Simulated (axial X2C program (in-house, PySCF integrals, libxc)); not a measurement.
Spin–orbit effects down a group: molecules with Na (ions), CCSD(T)

Calculated with an in-house relativistic program for diatomic molecules, spin-free (one-electron X2C) or two-component (2c: spin–orbit coupling with atomic mean-field Coulomb and Gaunt terms, which also bring small scalar terms), in Dyall basis sets with cores contracted in-house; open shells are unrestricted.

Basis sets: Ag dyall-acv3z, Au dyall-acv3z, Cu dyall-acv3z, Na dyall-av3z. Frozen shells (counts by l): NaCu⁻ Cu 3s2p, Na 2s1p, 13 electrons correlated; NaAg⁻ Ag 4s3p1d, Na 2s1p, 13 electrons correlated; NaAu⁻ Au 5s4p2d1f, Na 2s1p, 13 electrons correlated. Coupled cluster in natural virtuals with an MP2 remainder. Where the outer core of a metal is frozen, bonds come out longer and ionisation energies lower.

```json
{"molecule": "NaCu⁻", "spin-free state": "M_S = 1/2, Λ = 0", "Re (Å)": "2.774", "ωe (cm⁻¹)": "159.0", "De (eV)": "n/a", "2c state": "Ω = 1/2", "Re 2c (Å)": "2.774", "ωe 2c (cm⁻¹)": "158.4", "De 2c (eV)": "n/a"}
{"molecule": "NaAg⁻", "spin-free state": "M_S = 1/2, Λ = 0", "Re (Å)": "2.885", "ωe (cm⁻¹)": "147.1", "De (eV)": "0.85", "2c state": "Ω = 1/2", "Re 2c (Å)": "2.885", "ωe 2c (cm⁻¹)": "147.1", "De 2c (eV)": "0.85"}
{"molecule": "NaAu⁻", "spin-free state": "M_S = 1/2, Λ = 0", "Re (Å)": "2.807", "ωe (cm⁻¹)": "169.0", "De (eV)": "1.03", "2c state": "Ω = 1/2", "Re 2c (Å)": "2.806", "ωe 2c (cm⁻¹)": "169.4", "De 2c (eV)": "1.03"}
```

Problem. Work out the shifts from the spin-free to the two-component result.

Solution. 

```
molecule  2c state  ΔRe (Å)  Δωe (cm⁻¹)  ΔDe (eV)
   NaCu⁻   Ω = 1/2    0.000       noise       n/a
   NaAg⁻   Ω = 1/2    0.000       noise      0.00
   NaAu⁻   Ω = 1/2   -0.001       noise      0.00
```

Shifts of one unit in the last digit are rounding. Where the truncated virtual spaces of the two runs make Δωe unreliable it is marked noise.

Fragments in 2c: Cu- + Na, Ag- + Na, Au- + Na. Each entry is the lowest single determinant of a limited PBE0 search at one distance. De goes to single-determinant-based atoms at the same level (for ions the charge split of lowest energy) and is withheld (n/a) where an atom does not fit its ground term or J level. Main or longest-lived isotopes. One determinant is a doubtful description, or other states lie close, for NaCu⁻, NaAg⁻; these need not be ground states, and all values refer to the states named.
